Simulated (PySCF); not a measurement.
C₃H₆O₂Si. Atoms are numbered in the order given.

```xyz
12

C      2.5828     0.5354     0.0000
C      1.3630     0.0126     0.0000
O      0.5243    -0.3429     1.0152
C     -0.4097    -0.7173     0.0000
Si    -2.0005     0.3558     0.0000
O      0.5243    -0.3429    -1.0152
H      3.0771     0.7457    -0.9465
H      3.0771     0.7457     0.9465
H     -0.5889    -1.8093     0.0000
H     -2.7902     0.0274     1.2218
H     -2.7902     0.0274    -1.2218
H     -1.5832     1.7846     0.0000
```

Geometry: PBE0-D3(BJ)/def2-SVP. The structure was generated by enumeration, and PubChem lists no compound with its InChIKey, so it may never have been made.

Method: M06-2X/def2-TZVP in PySCF.

ESP charges are fitted to the potential on shells at 1.4 to 2.0 van der Waals radii. Atomic charges (e):

```
atom    IAO  ESP fit  Löwdin  Mulliken
----  -----  -------  ------  --------
C1    -0.48    -0.95   -0.27     -0.47
C2     0.43     0.64   -0.41      0.39
O3    -0.39    -0.37    0.23     -0.31
C4     0.04     0.24   -0.44      0.07
Si5    0.64     0.15    0.32      0.22
O6    -0.39    -0.37    0.23     -0.31
H7     0.17     0.31    0.14      0.15
H8     0.17     0.31    0.14      0.15
H9     0.15     0.10    0.13      0.14
H10   -0.12    -0.03   -0.03     -0.01
H11   -0.12    -0.03   -0.03     -0.01
H12   -0.11    -0.01   -0.02      0.00
```

Computed Mayer and Wiberg (Löwdin basis) orders of the bonds:
| bond | Mayer | Wiberg |
|---|---|---|
| C1–C2 | 1.78 | 2.10 |
| C2–O3 | 1.06 | 1.52 |
| O3–C4 | 0.93 | 1.36 |
| C4–Si5 | 0.95 | 1.09 |
| C2–O6 | 1.06 | 1.52 |
| C4–O6 | 0.93 | 1.36 |
| C1–H7 | 0.96 | 0.88 |
| C1–H8 | 0.96 | 0.88 |
| C4–H9 | 0.92 | 0.87 |
| Si5–H10 | 0.96 | 0.95 |
| Si5–H11 | 0.96 | 0.95 |
| Si5–H12 | 0.95 | 0.95 |
